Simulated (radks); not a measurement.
Spherical quantum dot in the effective-mass picture: electrons in a well V = -V0 / (1 + exp((r - R)/a)) with V0 = 21.8, R = 2.99, a = 0.18, all in effective atomic units (hartree* = m*/eps^2 hartree, bohr* = eps/m* bohr), one dielectric constant everywhere. Calculated with a radial shooting solver with Libxc functionals: non-relativistic Kohn-Sham, PBE, spin-polarised, spherical densities. Levels are named by radial order and angular momentum (1s, 1p, 1d, 2s, ...), and open shells are averaged over m. Results are scaled to m* = 0.036 and eps = 4.1, for which hartree* = 58.28 meV and bohr* = 6.027 nm.

N = 31, configuration 1s2 1p6 1d10 1f(up 7, down 6). This is the lowest configuration that the search found. Occupied levels:

level    occupation  eigenvalue (meV)  <r> (nm)
1s up             1           -438.27     11.71
1s down           1           -437.61     11.70
1p up             3           -419.64     12.29
1p down           3           -418.93     12.28
1d up             5           -388.35     12.78
1d down           5           -387.61     12.77
1f up             7           -346.31     13.19
1f down           6           -345.54     13.19

Energy (meV): total -23593.8, kinetic 3204.8, external -37854, Hartree 12157, exchange-correlation -1100.8.

Electron density:

r (nm)  n(r) (e/nm^3)
0.520      0.00006367
2.48       0.00009502
4.44        0.0002032
6.41        0.0004888
8.37         0.001086
10.3         0.001960
12.3         0.002537
14.2         0.001924
16.2        0.0005930
18.2       0.00005413
20.1        1.865e-06
22.1        4.704e-08
24.1        1.221e-09
26.0        3.386e-11
